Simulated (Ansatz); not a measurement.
Hg3S2⁺. The state is a doublet with charge 1. Geometry B3LYP-D4/def2-SVP, that of the neutral singlet; atoms count from 1.

```tsv
atom	x (Å)	y (Å)	z (Å)
Hg1	3.042	0.168	1.818
Hg2	-3.679	-0.185	-2.212
Hg3	-1.123	-0.064	-0.667
S4	1.451	-0.392	-0.388
S5	0.308	0.472	1.449
```

In the def2 sets Hg takes a core potential; there is no spin–orbit coupling. Another isomer (singlet) lies 0.16 eV lower at PBE0-D4/def2-TZVP.

Problem. Estimate the Mulliken populations from the PBE0/def2-TZVP orbitals of Ansatz.

Solution. 
```
atom  charge (e)  spin (α − β)  d electrons
 Hg1        0.34          0.00         9.97
 Hg2        0.29         -0.01         9.98
 Hg3        0.48         -0.04         9.96
  S4       -0.05          0.53            –
  S5       -0.05          0.53            –
```
Mulliken values and Mayer orders depend strongly on the basis.

Problem. Where does the spin sit?

Solution. Summed by element: Hg -0.05, S 1.05, of 1 unpaired in all. Largest on single atoms: S4 0.53, S5 0.53, Hg3 -0.04.

Problem. And the Mayer bond orders between bonded heavy atoms (over 0.3)?

Solution. Hg2–Hg3 0.37 (2.99 Å); Hg3–S4 0.46 (2.61 Å); Hg3–S5 0.46 (2.61 Å); S4–S5 1.51 (2.33 Å).
